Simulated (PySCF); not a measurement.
# Energy of I (iodine, neutral) between two integer charges

The 5p beta orbital of [Kr] 4d10 5s2 5p5 is emptied in steps (occupation f), with all orbitals relaxed, ending at [Kr] 4d10 5s2 5p4. Computed with PySCF 2.14 in def2-TZVP with the def2 core potential (28 electrons), with scalar relativity through the core potential. The exact energy is a straight line in f; departures are measured from the line between the end points of the same method.

```tsv
f	UHF (eV)	LDA (eV)	PBE (eV)	PBE0 (eV)	r2SCAN (eV)	LC-wPBE (eV)	BHandHLYP (eV)	B3LYP (eV)
1	0.000	0.000	0.000	0.000	0.000	0.000	0.000	0.000
0.8	0.132	-0.633	-0.610	-0.429	-0.565	-0.007	-0.265	-0.482
0.6	0.192	-0.954	-0.917	-0.643	-0.840	-0.010	-0.401	-0.727
0.4	0.187	-0.958	-0.918	-0.643	-0.828	-0.008	-0.405	-0.729
0.2	0.121	-0.640	-0.612	-0.428	-0.545	-0.004	-0.273	-0.488
0	0.000	0.000	0.000	0.000	0.000	0.000	0.000	0.000
```

Task: For PBE0, how does the orbital energy at f = 1 compare with the removal energy?

Result: −ε = 7.856 eV against a total-energy difference of 10.533 eV. By Janak's theorem ε = ∂E/∂f, so the gap between them reflects the curvature. Along the path −ε is 8.925 (f = 0.8), 9.999 (f = 0.6), 11.073 (f = 0.4), 12.141 (f = 0.2) eV.

| method | E(f=0) − E(f=1) (eV) | −ε at f=1 (eV) | −ε at f=0.4 (eV) |
| --- | --- | --- | --- |
| UHF | 9.551 | 10.400 | 9.370 |
| LDA | 10.791 | 6.852 | 11.573 |
| PBE | 10.506 | 6.700 | 11.268 |
| PBE0 | 10.533 | 7.856 | 11.073 |
| r2SCAN | 10.538 | 6.984 | 11.289 |
| LC-wPBE | 10.579 | 10.533 | 10.595 |
| BHandHLYP | 10.497 | 8.856 | 10.813 |
| B3LYP | 10.632 | 7.630 | 11.225 |

Reference removal energy between the ground levels: 10.451 eV (measured; NIST Atomic Spectra Database, ionization energies). The calculation has no spin-orbit coupling. UHF lacks correlation.
